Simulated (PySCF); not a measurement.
A GIAO shielding run with PySCF 2.14 (density fitting, non-relativistic, gas phase) on SMILES C=C[C@H](C)[SiH2]NCC, C6H15NSi:

```
$ OMP_NUM_THREADS=1 python probes_run.py task.json out

{"job": {"kind": "nmr", "xc": "PBE0", "basis": "pcSseg-1"}, "charge": 0, "multiplicity": 1}
C     -2.525227    -1.424960    -1.631943
C     -1.745489    -0.389533    -1.372015
C     -1.787154     0.433203    -0.133471
C     -1.561860     1.908470    -0.450738
Si    -0.501175    -0.229283     1.120622
N      1.006647    -0.268853     0.309480
C      2.245688    -0.650811     0.945313
C      3.433393     0.053366     0.299169
H     -3.290639    -1.742144    -0.942499
H     -2.435436    -1.997398    -2.540113
H     -0.990369    -0.094910    -2.091687
H     -2.769373     0.319696     0.332028
H     -1.631284     2.508901     0.453138
H     -0.576957     2.061554    -0.886552
H     -2.309141     2.267849    -1.158296
H     -0.347942     0.699369     2.245995
H     -0.984452    -1.525421     1.629138
H      1.020796    -0.473520    -0.678973
H      2.172222    -0.372502     1.997785
H      2.396906    -1.738919     0.900130
H      4.354183    -0.210107     0.812988
H      3.298408     1.130631     0.348144
H      3.523504    -0.237694    -0.745538
```

Hardware: 1 thread of an Arm Neoverse N1, shared host. The job also computes population analyses, field gradients.

Problem. How large is the calculation?

Solution. 72 electrons, 218 basis functions and 1145 auxiliary functions.

Problem. How long does it take, and how much memory does it need?

Solution. 96 s of wall time, with 14 SCF cycles and 5 response iterations; peak memory 1 GiB. Times on a shared host scatter by some tens of per cent.
